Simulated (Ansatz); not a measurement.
Consider the redistribution: `C[Si](N)(O)O[SiH3]` + `O[Si](F)(Br)Br` → `C[Si](N)(O)Br` + `O[Si](F)(Br)O[SiH3]`.

Isolated molecules relaxed with PBE0-D4/def2-TZVP in Ansatz; ΔE leaves out vibrations. CCSD(T)/CBS adds triple-zeta CCSD(T) − MP2 to the extrapolated MP2 energy (def2 sets, frozen cores). Functionals use def2-TZVPP. B3LYP here is the variant with VWN-RPA as its local correlation; programs differ in this. For Br outer-core shells are correlated without core-valence functions, which leaves a few kJ/mol of doubt a bond. Scalar relativity is left out up to krypton. One conformer a species, not always the lowest.

```
             level  ΔE (kJ/mol)  difference from CCSD(T)/CBS
           PBE0-D4        -19.0                          0.3
           ωB97X-V        -19.1                          0.2
           ωB97M-V        -18.8                          0.5
            r2SCAN        -18.6                          0.7
             B3LYP        -19.6                         -0.3
     HF/def2-TZVPP        -26.5                         -7.2
   CCSD/def2-TZVPP        -19.8                         -0.5
CCSD(T)/def2-TZVPP        -18.7                          0.6
SCS-MP2/def2-QZVPP        -19.8                         -0.5
     MP2/CBS(def2)        -19.7                         -0.4
       CCSD(T)/CBS        -19.3                            0
```

Largest T1 diagnostic among the species: 0.011.

In def2-TZVPP, CCSD(T) changes the Hartree–Fock value by +7.8 kJ/mol (the triples alone add +1.1 kJ/mol) and MP2 by +7.4 kJ/mol.
